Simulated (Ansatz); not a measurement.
An input meant for PtAu₃⁻ (charge -1, singlet; atoms displaced at random, 0.08 Å in each coordinate).

```yaml
crystal:
  periodic: [false, false, false]
  atoms:
    - {symbol: Pt, position_ang: [-0.256783, 0.479843, 0.080853]}
    - {symbol: Au, position_ang: [-0.169897, -2.211876, 0.055602]}
    - {symbol: Au, position_ang: [2.215189, -0.487475, -0.217357]}
    - {symbol: Au, position_ang: [-1.753377, 2.286118, 0.201608]}
basis:
  gaussian: {orbitals: def2-SVPD}
total_charge: -5
magnetization: {spin_polarized: true, initial_magnetization: 0}
hamiltonian: {xc: {name: r2SCANh}, dispersion: d4}
scf: {omitted_lower_state_checks: [starts]}
output: {forces: true}
```

```sh
$ ansatz run in.yaml --threads 2 --pin off --events-out ev --progress --plain --max-ram 4352MiB
```

It prints (some lines left out):

```
Functional definition: r2SCANh
1322 factors; integrals over basis functions are off by at most 4.5e-4 eV
mean field evaluation 1: about -13451.9796 eV, gradient 3.5e2 eV
mean field evaluation 2: about -12287.0549 eV, gradient 5.0e2 eV
mean field evaluation 4: about -13080.0681 eV, gradient 3.0e2 eV
mean field evaluation 8: about -14292.7901 eV, gradient 3.6e1 eV
mean field evaluation 16: about -14303.5241 eV, gradient 4.4e-1 eV
mean field evaluation 32: about -14303.5251 eV, gradient 1.6e-4 eV
mean field -14303.52513306 eV, -525.6448533624 hartree, gradient 4.0e-6 eV, S^2 0.000000; 0 other end points of the search recorded, 0 dependent functions left out
reference -14303.52514678 eV, -525.6448538665 hartree; 40, 40 occupied and 100, 100 virtual orbitals, 1322 factors
Total energy: -14303.60042231 eV, -525.6476201911 hartree
Atom 0 at    -0.256783     0.479843     0.080853 Å, force     2.341515    -2.862423    -0.159871 eV/Å
Atom 1 at    -0.169897    -2.211876     0.055602 Å, force    -0.261647    -1.076322     0.029365 eV/Å
Atom 2 at     2.215189    -0.487475    -0.217357 Å, force     1.253936    -0.136629    -0.145428 eV/Å
Atom 3 at    -1.753377     2.286118     0.201608 Å, force    -3.333804     4.075373     0.275933 eV/Å
Dipole moment:     0.245317    -0.210496     0.006301 e Å
Checks for a lower state left out: starts
```

In this input the charge is far from what the species holds (-5 typed, -1 meant). The run converged. The result belongs to that input, not to the species as meant.

In the def2 sets Au, Pt take a core potential; there is no spin–orbit coupling. A multiply charged anion in the gas phase is held together partly by the finite basis.
